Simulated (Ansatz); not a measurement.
Abridged output of a molecular run in Ansatz:

```
Functional definition: HF
1560 factors; integrals over basis functions are off by at most 9.0e-4 eV
mean field evaluation 1: about -16208.9796 eV, gradient 4.4e1 eV
mean field evaluation 2: about -16209.3674 eV, gradient 4.4e1 eV
mean field evaluation 4: about -16213.6242 eV, gradient 5.2e0 eV
mean field evaluation 8: about -16213.7281 eV, gradient 4.3e-1 eV
mean field evaluation 16: about -16213.7297 eV, gradient 2.7e-6 eV
mean field -16213.72972213 eV, -595.8435772274 hartree, gradient 2.7e-6 eV, S^2 0.000000; 0 other end points of the search recorded, 0 dependent functions left out
10 core orbitals not correlated: weight in the atoms' cores, before any rotation towards them, 1.000 or more for the frozen orbitals, at most 0.000 for the correlated occupied ones
reference -16213.72972213 eV, -595.8435772274 hartree; 17, 17 occupied and 226, 226 virtual orbitals, 1560 factors
second order -30.17837619 eV of doubles, -0.00000000 eV of singles
cycle   1  -29.99000768 eV  change    1.9e-1 eV  update   1.2e-1
cycle   2  -30.74959604 eV  change   -7.6e-1 eV  update   3.8e-2
cycle   3  -30.92446512 eV  change   -1.7e-1 eV  update   1.9e-2
cycle   4  -30.90797561 eV  change    1.6e-2 eV  update   5.1e-3
cycle   5  -30.90497282 eV  change    3.0e-3 eV  update   2.7e-3
cycle   6  -30.90732513 eV  change   -2.4e-3 eV  update   8.6e-4
cycle   7  -30.90718081 eV  change    1.4e-4 eV  update   3.6e-4
cycle   8  -30.90692345 eV  change    2.6e-4 eV  update   1.3e-4
cycle   9  -30.90695031 eV  change   -2.7e-5 eV  update   5.3e-5
cycle  10  -30.90697083 eV  change   -2.1e-5 eV  update   2.1e-5
perturbative correction -1.29877743 eV, -0.0477291900 hartree
Total energy: -16245.93547038 eV, -597.0271166460 hartree
```

Its atoms:

```xyz
10

O    -1.542    0.581    0.680
C    -0.262    0.588    0.194
F     0.248    1.874    0.232
C    -0.055   -0.034   -1.187
N     0.676   -1.080   -1.113
Si    0.893   -0.880    0.654
H    -2.104    1.122    0.110
H    -0.481    0.352   -2.122
H     2.278   -0.543    1.064
H     0.350   -1.980    1.489
```

Problem. Which basis set was used?
A. cc-pV(Q+d)Z
B. def2-SVPD
C. def2-TZVPP
D. def2-QZVPP

Solution. C. It gives 253 functions.

Problem. Write the keys of the input that set method, charge and spin (a neutral closed shell needs none for the last two).

Solution. 
```yaml
correlation: {method: ccsd_t}
```
